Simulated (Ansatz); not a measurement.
Cost and result for the atomization energy of CH6S2Si, SMILES `C[SiH2]SS` (10 atoms, 9 bonds).

Cartesian coordinates in Å:
```
C 1.331 -0.017 0.623
Si 0.170 -0.451 -0.765
S -1.787 -0.988 -0.050
S -2.263 0.794 0.878
H 1.466 -0.868 1.293
H 2.306 0.270 0.221
H 0.936 0.822 1.199
H 0.029 0.684 -1.715
H 0.623 -1.662 -1.502
H -2.812 1.417 -0.182
```

Total charge 0; spin multiplicity 1. All single points use the PBE0-D4/def2-TZVP geometry. It is one conformer, not always the lowest. Program: Ansatz. All runs use 2 threads of an Arm Neoverse V1 on a shared host. Times are those of one run each, without the atoms' runs, and a repeat can differ threefold. Electronic energies, without spin–orbit coupling; frozen cores. CCSD(T)/CBS adds CCSD(T) − MP2 in def2-TZVPP to the MP2 limit, and its time is that of the two runs behind it. T1 = 0.011. HSE06 is the plane-wave form, built on full-range PBE exchange.

CCSD(T)/CBS is a level of theory with its own doubt, some kJ/mol a heavy atom from the limit and from the frozen cores, so smaller differences don't rank the functionals.

```tsv
level	functions	wall time
revPBE-D4/def2-TZVPP	241	3.6 s
PBE-D4/def2-TZVPP (with forces)	241	4.4 s
CCSD(T)/def2-SVP	98	4.7 s
PBE0-D4/def2-TZVPP	241	6 s
HSE06-D4/def2-TZVPP	241	6.5 s
r2SCAN-D4/def2-TZVPP (with forces)	241	9.5 s
r2SCANh-D4/def2-TZVPP	241	9.5 s
B2PLYP/def2-TZVPP	241	9.5 s
ωB97X-V/def2-TZVPP	241	15 s
B97M-V/def2-TZVPP	241	15 s
MP2/def2-QZVPP	447	39 s
CCSD(T)/def2-TZVPP	241	7.9 min
CCSD(T)/CBS(def2)	–	8.6 min
```

(1) What atomization energy does each give, and how far from CCSD(T)/CBS? (Estimate.)

Answers

(1) The calculation gave: 
```json
{"level": "revPBE-D4/def2-TZVPP", "atomization (kcal/mol)": "765.7", "difference from CCSD(T)/CBS": "-7.4", "per bond": "-0.8"}
{"level": "PBE-D4/def2-TZVPP (with forces)", "atomization (kcal/mol)": "779.9", "difference from CCSD(T)/CBS": "6.8", "per bond": "0.8"}
{"level": "CCSD(T)/def2-SVP", "atomization (kcal/mol)": "712.5", "difference from CCSD(T)/CBS": "-60.6", "per bond": "-6.7"}
{"level": "PBE0-D4/def2-TZVPP", "atomization (kcal/mol)": "771.7", "difference from CCSD(T)/CBS": "-1.4", "per bond": "-0.1"}
{"level": "HSE06-D4/def2-TZVPP", "atomization (kcal/mol)": "772.2", "difference from CCSD(T)/CBS": "-0.9", "per bond": "-0.1"}
{"level": "r2SCAN-D4/def2-TZVPP (with forces)", "atomization (kcal/mol)": "775.2", "difference from CCSD(T)/CBS": "2.1", "per bond": "0.2"}
{"level": "r2SCANh-D4/def2-TZVPP", "atomization (kcal/mol)": "771.7", "difference from CCSD(T)/CBS": "-1.4", "per bond": "-0.2"}
{"level": "B2PLYP/def2-TZVPP", "atomization (kcal/mol)": "759.1", "difference from CCSD(T)/CBS": "-14.0", "per bond": "-1.6"}
{"level": "ωB97X-V/def2-TZVPP", "atomization (kcal/mol)": "777.9", "difference from CCSD(T)/CBS": "4.8", "per bond": "0.5"}
{"level": "B97M-V/def2-TZVPP", "atomization (kcal/mol)": "780.0", "difference from CCSD(T)/CBS": "6.9", "per bond": "0.8"}
{"level": "MP2/def2-QZVPP", "atomization (kcal/mol)": "767.4", "difference from CCSD(T)/CBS": "-5.7", "per bond": "-0.6"}
{"level": "CCSD(T)/def2-TZVPP", "atomization (kcal/mol)": "749.7", "difference from CCSD(T)/CBS": "-23.4", "per bond": "-2.6"}
{"level": "CCSD(T)/CBS(def2)", "atomization (kcal/mol)": "773.1", "difference from CCSD(T)/CBS": "0.0", "per bond": "0.0"}
```

From r2SCAN to r2SCAN0 (25 % exact exchange), in def2-TZVPP and without D4, the atomization energy moves by −8.8 kcal/mol: exact exchange takes away binding that semilocal exchange gives to molecules. In def2-TZVPP, CCSD(T) changes the Hartree–Fock value by +186.0 kcal/mol (the triples alone add +11.1 kcal/mol) and MP2 by +190.0 kcal/mol; breaking electron pairs costs correlation energy, which Hartree–Fock lacks. The D4 term adds +10.0 kcal/mol with B3LYP and +5.2 kcal/mol with PBE0; it sums over pairs of atoms, weighted by their polarisabilities, and B3LYP, whose exchange is more repulsive, gets the larger term.

B3LYP here is the variant with VWN-RPA as its local correlation; programs differ in this.
